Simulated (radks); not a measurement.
Neutral helium inside a hard spherical wall (all orbitals vanish at R), configuration held at [He] and not refilled when levels cross. All-electron calculation, scalar-relativistic Kohn-Sham, PBE, spin-polarised, spherical densities, finite nucleus; Gaussian nuclear charge, rms radius 1.6755 fm. Program: a radial shooting solver on a logarithmic mesh with Libxc functionals. Eigenvalues in eV for spin up, with the zero of energy where the potential of the charges vanishes at infinity; a dash marks a level that is unbound or too diffuse for the functional's potential to be trusted. A positive occupied level is held by the wall or, in an anion where self-interaction has pushed it up, behind a barrier. The pressure on the wall is -dE/dV.

R (bohr),E (hartree),kinetic (hartree),e(1s),"e(2s, empty)","e(2p, empty)",pressure (GPa)
free,-2.89307,2.856,-15.764,-,-,0
15,-2.89307,2.856,-15.764,-,-,< 0.0001
12,-2.89307,2.856,-15.764,-,-,< 0.0001
8,-2.89307,2.856,-15.764,1.775,2.804,< 0.0001
7,-2.89307,2.856,-15.763,2.561,3.571,0.000808
6,-2.89301,2.857,-15.755,3.967,4.800,0.00928
5,-2.89251,2.862,-15.709,6.739,6.963,0.111
3.5,-2.88010,2.937,-15.005,18.897,15.052,5.18
2,-2.57407,3.964,-6.048,84.412,52.235,420
1.5,-1.86309,5.633,9.251,170.64,98.696,2650
